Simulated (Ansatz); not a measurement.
The cluster Mo₅, relaxed as a singlet with RKS r2SCAN-D4/def2-SVP in Ansatz, starting from the GFN2-xTB geometry. Force threshold 0.02 eV/Å.

In the def2 sets Mo takes a core potential; there is no spin–orbit coupling. The restricted singlet is unstable towards broken spin symmetry in Hartree–Fock (as tested in another run); at r2SCAN-D4/def2-SVP this wasn't settled. The relaxation made no stability test and no search for a lower SCF solution. No other spin state of charge 0 was run. Another isomer (quintet) lies 0.06 eV lower at PBE0-D4/def2-TZVP; other spin states weren't run for this one.

Start:

```tsv
atom	x (Å)	y (Å)	z (Å)
Mo1	0.455	2.080	0.098
Mo2	0.977	-0.161	0.219
Mo3	-1.352	0.222	-0.301
Mo4	-0.441	-1.071	1.791
Mo5	0.361	-1.070	-1.807
```

Question: Estimate the energy that the relaxation releases and the steps that it takes.

Answer: 128.3 kcal/mol, in 11 steps; 1.7 min on 4 threads of Arm Neoverse V1 on a shared host. No frequencies were taken in this run, so the end may be a saddle point.

Question: Does the start keep its bonding and symmetry?

Answer: By distances, no bond broke or formed, bridged metal pairs apart. The bond that changes most is Mo2–Mo3, from 2.42 to 3.31 Å (atoms count from 1). Metal–metal contacts that move far: Mo1–Mo4 3.69 to 2.79 Å, Mo4–Mo5 3.69 to 2.79 Å, Mo1–Mo5 3.68 to 2.79 Å. Point group C3v at the start, D3h at the end, both within 0.05 Å.

Question: Predict the relaxed structure.

Answer: 
Cartesian coordinates in Å:
```
Mo 0.250 1.593 0.055
Mo 1.597 -0.263 0.356
Mo -1.597 0.263 -0.356
Mo -0.429 -0.796 1.336
Mo 0.179 -0.797 -1.391
```
Bond lengths (bridged metal pairs left out): 10 × Mo–Mo 2.31 to 3.31 Å.
